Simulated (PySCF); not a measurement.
# What a mistake does to a calculation on AlCGeH7N cation

All numbers below are calculated, not measured. They come from PySCF 2.14.0, an open-source quantum chemistry program, on an isolated molecule that a program drew, which may never have been made. The molecule is AlCGeH7N cation (charge +1, singlet), drawn as the SMILES string `C[N]([AlH2])[GeH2+]`.

Each row is a Hartree-Fock (HF) and frozen-core CCSD(T) single point in the cc-pV(D+d)Z basis, meant for a local HF minimum. Run 1 is clean. Each other run has one planted mistake out of seven kinds, and not every kind appears here: one electron removed, one electron added, multiplicity raised by two, geometry at a saddle point, minimal basis STO-3G, one bond length entered in bohr, all coordinates scaled. The reference is restricted for singlets and unrestricted otherwise, and also for a bond in bohr. Adding or removing an electron swaps singlet and doublet. Electrons count all cores. HOMO and LUMO are orbital energies over both spins, the gradient is its largest component, and the lowest frequency (negative if imaginary) is given only where the gradient is small. Bond lengths are over the 10 bonds as drawn. T1 is the CCSD diagnostic: over 0.02 (restricted) or 0.045 (unrestricted) a single reference is doubtful. Germanium has the cc-pVDZ-PP basis, with a core potential (ECP10MDF) in place of its 10 inner electrons, and its 3s, 3p and 3d shells are frozen in CCSD(T).

Geometry of the clean run:
```xyz
11
AlCGeH7N cation, angstrom
C    -0.0008    0.8518    0.0724
N     0.2244   -0.5016    0.6549
Al    1.2585   -1.7351   -0.3090
Ge   -0.4705   -0.8926    2.1948
H    -0.6138    1.4746    0.7232
H    -0.5054    0.7614   -0.8880
H     0.9540    1.3524   -0.0791
H     1.8031   -1.2182   -1.6717
H     1.3787   -3.0874    0.4648
H    -1.2915    0.1499    2.9151
H    -0.2345   -2.2646    2.7710
```

| run | electrons | basis functions | <S^2> | HOMO (eV) | LUMO (eV) | gradient (hartree/bohr) | lowest frequency (cm^-1) | mean bond (Å) | longest bond (Å) | T1 | HF (hartree) | CCSD(T) (hartree) | mistake |
|---|---|---|---|---|---|---|---|---|---|---|---|---|---|
| 1 | 64 | 109 | 0.000 | -16.03 | -4.28 | 3.6e-05 | 106 | 1.4503 | 1.876 | 0.0176 | -631.45549 | -631.98465 | no fault |
| 2 | 64 | 109 | 2.103 | -9.85 | -9.42 | 9.7e-02 | - | 1.4503 | 1.876 | 0.0714 | -631.24391 | -631.77684 | multiplicity raised by two |
| 3 | 64 | 109 | 0.704 | -15.53 | -4.34 | 2.1e-02 | - | 1.5472 | 2.059 | 0.0587 | -631.32670 | -631.85540 | one bond length entered in bohr |
| 4 | 65 | 109 | 0.767 | -5.81 | 1.48 | 7.2e-02 | - | 1.4503 | 1.876 | 0.0202 | -631.64013 | -632.17975 | one electron added |
| 5 | 64 | 109 | 0.000 | -15.31 | -4.39 | 4.4e-02 | - | 1.5619 | 2.021 | 0.0236 | -631.40367 | -631.95334 | ? |
| 6 | 63 | 109 | 0.845 | -20.66 | -13.75 | 4.5e-02 | - | 1.4503 | 1.876 | 0.0231 | -630.90820 | -631.41178 | ? |

**Which mistake was planted in run 5, and what did it cost?**

The mean and the longest bond both change by the same factor, 1.077, and the gradient is no longer small. So the mistake is: all coordinates scaled. Subtracting run 1 and multiplying by 627.51 kcal/mol a hartree, the energy moved by 32.5 kcal/mol in HF and 19.6 kcal/mol in CCSD(T).

**Which mistake was planted in run 6, and what did it cost?**

It counts 63 electrons, one fewer than the clean run, at the same geometry and basis. So the mistake is: one electron removed. Subtracting run 1 and multiplying by 627.51 kcal/mol a hartree, the energy moved by 343.4 kcal/mol in HF and 359.5 kcal/mol in CCSD(T).

Cautions from the logs. Run 2: T1 is over the limit, so its CCSD(T) energy is less reliable; run 3: T1 is over the limit, so its CCSD(T) energy is less reliable; run 5: T1 is over the limit, so its CCSD(T) energy is less reliable.
